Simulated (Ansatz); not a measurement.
Isolated molecules relaxed with PBE0-D4/def2-TZVP in Ansatz; ΔE leaves out vibrations. CCSD(T)/CBS is the MP2 limit (def2-TZVPP, def2-QZVPP) plus CCSD(T) − MP2 in def2-TZVPP, frozen cores. Functionals use def2-TZVPP. Elements past krypton have def2 core potentials. For I, Ti outer-core shells are correlated without core-valence functions, which leaves a few kJ/mol of doubt a bond. Scalar relativity is left out up to krypton. One conformer a species, not always the lowest.

Reaction (formal exchange of groups at a Ti–C bond): `[CH3][Ti]([OH])([OH])[OH]` + `Ic1ccsc1` → `[OH][Ti]([OH])([OH])[I]` + `Cc1ccsc1`

(1) Is it downhill or uphill in electronic energy at CCSD(T)/CBS, and by how much? (An estimate is asked.)

(2) What do these levels give: BLYP-D4, BLYP, MP2/def2-SVP, CCSD/def2-SVP, MP2/def2-QZVPP, HF/CBS(def2)? (An estimate is asked.)

(3) What do rigid-rotor, harmonic-oscillator terms from PBE0-D4/def2-TZVP frequencies (298.15 K, 1 bar) make of the CCSD(T)/CBS value? (An estimate is asked.)

Largest T1 diagnostic among the species: 0.023, so the coupled-cluster value is less sure than usual.

Results:

(1) The calculation gave: Downhill: ΔE = -1.90 eV.

(2) Computed: BLYP-D4 -1.94, BLYP -1.96, MP2/def2-SVP -2.36, CCSD/def2-SVP -2.17, MP2/def2-QZVPP -1.97, HF/CBS(def2) -2.12 eV.

(3) The calculation gave: ΔZPE = +0.12 eV, ΔH = -1.81 eV, ΔS = -15 J/(mol·K), ΔG = -1.76 eV.

In def2-TZVPP, CCSD(T) changes the Hartree–Fock value by +0.17 eV (the triples alone add −0.05 eV) and MP2 by +0.12 eV. From BLYP to BHLYP (50 % exact exchange), in def2-TZVPP and without D4, ΔE moves by −0.08 eV.
